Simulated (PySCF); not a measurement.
SMILES [SiH2]([SiH2]O)O[SiH3] (GFN2-xTB optimised geometry):

```
13

O      4.116     1.373    -1.430
Si     2.494     1.479    -1.584
Si     1.808    -0.023     0.000
O      0.179    -0.023     0.000
Si    -1.366     0.438     0.000
H      4.712     1.888    -1.968
H      2.096     2.890    -1.406
H      2.136     1.197    -2.987
H      2.190     0.282     1.388
H      2.132    -1.436    -0.241
H     -1.660     1.006     1.315
H     -2.132    -0.777    -0.262
H     -1.533     1.436    -1.058
```

Calculation: PBE0/def2-TZVP in PySCF 2.14.0.

What are the frontier orbital energies and the dipole moment?

HOMO-2 -8.65 eV, HOMO-1 -8.47 eV, HOMO -7.91 eV, LUMO -0.98 eV, LUMO+1 0.31 eV; dipole moment 1.45 D.

Meta-Löwdin charges at PBE0/def2-TZVP: O1 -0.77, Si2 0.63, Si3 0.65, O4 -0.85, Si5 0.77, H6 0.36, H7 -0.11, H8 -0.11, H9 -0.10, H10 -0.10, H11 -0.12, H12 -0.11, H13 -0.12.
